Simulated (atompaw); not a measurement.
# Which change was made? (Sr, PAW (atompaw))

```json
{
  "Element": "strontium (Sr)",
  "Generator": "atompaw 4.2.0.5",
  "Type": "PAW",
  "Functional": "PBE",
  "Relativity": "scalar-relativistic",
  "Frozen core": "[Ar] 3d10 4s2",
  "Valence charge": "8",
  "Reference configuration": "4p6 4d0 5s1 5p0 (charge +1)",
  "Partial waves": "5s (bound): rc 3.00 bohr; 5s channel at 0.5 Ry: rc 3.00 bohr; 4p (bound): rc 1.75 bohr; 5p (bound, empty): rc 2.25 bohr; 4d (bound, empty): rc 2.45 bohr; 4d channel at 0.2 Ry: rc 3.00 bohr",
  "Local potential": "troulliermartins scheme with l = 3 at 0 Ry, radius 2.00 bohr",
  "Core correction": "smooth core density matched at 1.70 bohr",
  "Augmentation charge": "besselshape compensation charge, radius 2.35 bohr; PAW radius 3.00 bohr; waves and projectors: custom rrkj vanderbiltortho"
}
```

Cutoffs, loose and tight: the cutoffs (Ry, on a coarse ladder) from which the occupation-weighted sum of valence levels, in a spherical-Bessel basis at the reference potential, stays within 10 and 1 mRy of its value at 400 Ry. They see the waves, projectors and local potential, not the compensation charge or the core.

The base gives: outcome: generated; cutoff, loose: 25 Ry; cutoff, tight: 35 Ry; bound ghosts: s.

(1) After one change the result is: outcome: generated, no UPF (negative core plus compensation charge); cutoff, loose: 25 Ry; cutoff, tight: 35 Ry; bound ghosts: s. Which change was it?
A. augmentation besselshape compensation charge, radius 1.56 bohr; PAW radius 3.00 bohr; waves and projectors: custom rrkj vanderbiltortho
B. reference 4p6 4d0 5s2 5p0
C. augmentation besselshape compensation charge, radius 2.35 bohr; PAW radius 3.00 bohr; waves and projectors: custom polynom vanderbiltortho

## Answers

(1) A. The others give: augmentation besselshape compensation charge, radius 2.35 bohr; PAW radius 3.00 bohr; waves and projectors: custom polynom vanderbiltortho → outcome: generated; cutoff, loose: 18 Ry; cutoff, tight: 30 Ry; bound ghosts: s | reference 4p6 4d0 5s2 5p0 → outcome: failed: atompaw: The overlap operator has at least one negative eigenvalue!.
